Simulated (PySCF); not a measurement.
Computed shifts of a molecule C3H9BO, PySCF with PBE0/pcSseg-1, GIAO, gas phase, atoms alike by connectivity averaged where their shifts nearly agree, in ppm (number of nuclei): ¹H: 6.03 (1), 5.49 (1), 1.35 (3), 1.15 (3), 1.12 (1). ¹³C: 24.9 (1), 19.8 (1), 16.8 (1). References: ¹¹B against BF3 (σ = 88.8 ppm); ¹H against TMS (σ = 31.56 ppm); ¹⁷O against H2O (σ = 334.2 ppm); ¹³C against TMS (σ = 186.3 ppm), references at their B3LYP-D3(BJ)/def2-TZVP geometries, non-relativistic. Geometry: B3LYP-D3(BJ)/def2-SVP. The values are those of a single conformer.

Which structure fits?
A) CC(C)BO
B) COB(C)C
C) CBOCC
D) CCCBO

A, CC(C)BO
